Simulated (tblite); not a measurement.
Species: C4H5N2OS2 (doublet state).
Numbering: `[CH3:1][S:2][CH2:3][O:4][c:5]1[n:6][c:7][s:8][n:9]1` (hydrogens: H10, H11, H12 on C1; H13, H14 on C3)
Bond orders are those of one Lewis drawing.

Computed with GFN2-xTB (tblite), gas phase: L-BFGS steps from a force-field or distance-geometry start until the largest atomic force falls under 0.01 eV/Å.

Step 22: E = -745.9718 eV
```
atom  x, y, z in Å  |  force x, y, z in eV/Å
C1      2.2237   -0.5518    0.7657    0.019  -0.026  -0.007
S2      1.2610    0.9833    0.9052   -0.027   0.013  -0.093
C3      0.4902    1.0069   -0.7521    0.001   0.014  -0.024
O4     -0.3206   -0.0954   -1.0392    0.006  -0.018   0.032
C5     -1.4547   -0.1926   -0.3476    0.041   0.009   0.017
N6     -2.3325   -1.1795   -0.6586    0.048  -0.038   0.012
C7     -3.3330   -1.1312    0.1201    0.064   0.053   0.017
S8     -3.2204    0.1432    1.2639   -0.073   0.023  -0.009
N9     -1.7664    0.6098    0.6343   -0.053  -0.016  -0.001
H10     3.1424   -0.4224    1.3293   -0.043   0.014   0.026
H11     2.4508   -0.7258   -0.2810   -0.003  -0.041   0.016
H12     1.6463   -1.3743    1.1795    0.020  -0.008  -0.057
H13    -0.0733    1.9429   -0.8022    0.007   0.000   0.067
H14     1.2858    0.9865   -1.4994   -0.007   0.021   0.004
```

Step 23: E = -745.9728 eV
```
atom  x, y, z in Å  |  force x, y, z in eV/Å
C1      2.2225   -0.5520    0.7639    0.008  -0.009  -0.011
S2      1.2604    0.9851    0.9048    0.002  -0.002  -0.066
C3      0.4905    1.0089   -0.7513   -0.007  -0.015  -0.016
O4     -0.3185   -0.0968   -1.0328    0.041  -0.024  -0.025
C5     -1.4532   -0.1943   -0.3444    0.043   0.006   0.010
N6     -2.3291   -1.1837   -0.6574    0.064   0.020   0.051
C7     -3.3305   -1.1296    0.1195    0.022   0.019   0.019
S8     -3.2235    0.1466    1.2609   -0.053   0.021  -0.020
N9     -1.7665    0.6107    0.6345   -0.082  -0.022   0.004
H10     3.1405   -0.4235    1.3286   -0.039   0.016   0.027
H11     2.4500   -0.7250   -0.2827    0.001  -0.034   0.011
H12     1.6453   -1.3758    1.1749    0.010  -0.004  -0.047
H13    -0.0755    1.9433   -0.8028    0.016  -0.002   0.061
H14     1.2871    0.9857   -1.4978   -0.025   0.031   0.001
```

Step 24: E = -745.9739 eV
```
atom  x, y, z in Å  |  force x, y, z in eV/Å
C1      2.2215   -0.5522    0.7621   -0.007   0.009  -0.015
S2      1.2599    0.9866    0.9031    0.034  -0.016  -0.021
C3      0.4906    1.0106   -0.7509   -0.012  -0.036  -0.009
O4     -0.3158   -0.0985   -1.0272    0.052  -0.021  -0.059
C5     -1.4510   -0.1959   -0.3411    0.029   0.001   0.013
N6     -2.3246   -1.1874   -0.6552    0.063   0.053   0.077
C7     -3.3277   -1.1277    0.1193   -0.020  -0.025   0.010
S8     -3.2277    0.1503    1.2576   -0.029   0.019  -0.034
N9     -1.7681    0.6113    0.6347   -0.075  -0.005   0.006
H10     3.1379   -0.4243    1.3286   -0.029   0.016   0.028
H11     2.4493   -0.7251   -0.2841    0.012  -0.026  -0.002
H12     1.6445   -1.3773    1.1696   -0.006  -0.004  -0.032
H13    -0.0774    1.9438   -0.8021    0.018  -0.005   0.049
H14     1.2879    0.9855   -1.4964   -0.033   0.040  -0.013
```

Step 25: E = -745.9750 eV
```
atom  x, y, z in Å  |  force x, y, z in eV/Å
C1      2.2204   -0.5526    0.7599   -0.017   0.018  -0.016
S2      1.2600    0.9877    0.9008    0.060  -0.022   0.024
C3      0.4905    1.0121   -0.7508   -0.010  -0.048  -0.001
O4     -0.3122   -0.1004   -1.0225    0.034  -0.012  -0.065
C5     -1.4478   -0.1973   -0.3374    0.008   0.001   0.021
N6     -2.3191   -1.1905   -0.6513    0.044   0.050   0.082
C7     -3.3251   -1.1264    0.1192   -0.046  -0.064  -0.002
S8     -3.2328    0.1543    1.2536   -0.008   0.015  -0.046
N9     -1.7710    0.6121    0.6351   -0.036   0.030   0.001
H10     3.1347   -0.4247    1.3293   -0.016   0.013   0.026
H11     2.4493   -0.7262   -0.2855    0.025  -0.014  -0.018
H12     1.6437   -1.3792    1.1636   -0.023  -0.004  -0.013
H13    -0.0793    1.9443   -0.8006    0.017  -0.012   0.036
H14     1.2880    0.9863   -1.4955   -0.032   0.050  -0.032
```

Task: Estimate the geometry and energy of step 26. (The exact step hangs on the optimiser's Hessian estimate; all steps are aligned on step 25, rigid shifts and turns removed.)

Result: E = -745.9761 eV, largest force 0.095 eV/Å
```
atom  x, y, z in Å  |  force x, y, z in eV/Å
C1      2.2193   -0.5530    0.7576   -0.016   0.012  -0.013
S2      1.2611    0.9883    0.8986    0.070  -0.019   0.053
C3      0.4902    1.0133   -0.7511    0.001  -0.045   0.009
O4     -0.3082   -0.1023   -1.0189   -0.005   0.000  -0.044
C5     -1.4441   -0.1983   -0.3332   -0.013   0.005   0.027
N6     -2.3127   -1.1930   -0.6456    0.012   0.014   0.065
C7     -3.3233   -1.1263    0.1190   -0.049  -0.081  -0.011
S8     -3.2385    0.1585    1.2487    0.004   0.007  -0.052
N9     -1.7745    0.6135    0.6354    0.017   0.066  -0.010
H10     3.1309   -0.4248    1.3308   -0.006   0.006   0.021
H11     2.4502   -0.7282   -0.2869    0.035   0.002  -0.027
H12     1.6428   -1.3815    1.1574   -0.038  -0.001   0.003
H13    -0.0812    1.9449   -0.7984    0.015  -0.023   0.025
H14     1.2873    0.9883   -1.4956   -0.026   0.057  -0.047
```

The energy changes by -0.0011 eV. The first-order estimate −F·Δx gives -0.0015 eV and the mean of the old and new forces, exact on a quadratic surface, -0.0011 eV. The step makes an angle of 67° with the force vector and moves no atom by more than 0.009 Å.

What follows is the cost of the whole relaxation. Hardware: an Arm Neoverse V1 with one thread, on a shared host. Cost: 0.88 s wall.
